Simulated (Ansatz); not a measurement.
Geometry optimisation, RKS PBE/def2-SVP in Ansatz 0.2.0.

Input:

```yaml
crystal:
  periodic: [false, false, false]
  atoms:
    - { symbol: Ga, position_ang: [0.0, 0.0, 0.0] }
    - { symbol: C, position_ang: [0.0, 0.0, 1.98] }
    - { symbol: H, position_ang: [-0.9996, -0.3092, 2.3505] }
    - { symbol: H, position_ang: [0.7676, -0.7111, 2.3505] }
    - { symbol: C, position_ang: [0.3177, 1.3971, 2.4874] }
    - { symbol: H, position_ang: [0.9159, 1.3257, 3.4196] }
    - { symbol: H, position_ang: [0.8975, 1.9479, 1.7176] }
    - { symbol: H, position_ang: [-0.628, 1.9396, 2.6959] }
    - { symbol: H, position_ang: [1.3596, 0.0, -0.785] }
    - { symbol: H, position_ang: [-1.3596, 0.0, -0.785] }
basis:
  gaussian: { orbitals: def2-SVP }
hamiltonian:
  xc: pbe
relax:
  f_tol: 0.02
  max_steps: 40
output:
  orbitals: {}
```

Command:

```bash
$ ansatz run input.yaml --threads 1 --pin off --max-ram 2048MiB --backend cpu --events-out ev --progress --plain --runs-dir out
```

Question: Where does it end, and by what steps?

Answer: It converged. After 19 steps the energy has fallen by 0.191 eV; H9 moved furthest, 1.42 Å.

| step | energy less start (eV) | largest force component (eV/Å) | accepted |
| --- | --- | --- | --- |
| 0 | 0.0000 | 0.610 | yes |
| 1 | -0.0980 | 0.230 | yes |
| 2 | -0.1210 | 0.181 | yes |
| 3 | -0.1469 | 0.140 | yes |
| 4 | -0.1529 | 0.118 | yes |
| 5 | -0.1545 | 0.185 | yes |
| 6 | -0.1578 | 0.094 | yes |
| 7 | -0.1636 | 0.086 | yes |
| 8 | -0.1662 | 0.152 | yes |
| 9 | -0.1660 | 0.271 | no |
| 10 | -0.1729 | 0.045 | yes |
| 11 | -0.1766 | 0.043 | yes |
| 12 | -0.1803 | 0.105 | yes |
| 13 | -0.1821 | 0.110 | yes |
| 14 | -0.1851 | 0.120 | yes |
| 15 | -0.1875 | 0.074 | yes |
| 16 | -0.1896 | 0.065 | yes |
| 17 | -0.1904 | 0.062 | yes |
| 18 | -0.1908 | 0.045 | yes |
| 19 | -0.1911 | 0.018 | yes |

```xyz
10
Properties=species:S:1:pos:R:3
Ga -0.149 -0.004 -0.050
C -0.117 0.108 1.936
H -1.172 -0.008 2.274
H 0.384 -0.823 2.287
C 0.531 1.354 2.550
H 0.514 1.332 3.661
H 1.593 1.461 2.244
H 0.016 2.286 2.236
H 0.513 1.131 -0.947
H -0.842 -1.246 -0.760
```

Run time: 30 s on 1 thread of Intel(R) Xeon(R) 6975P-C (Granite Rapids) (shared host), peak memory 0.15 GiB.
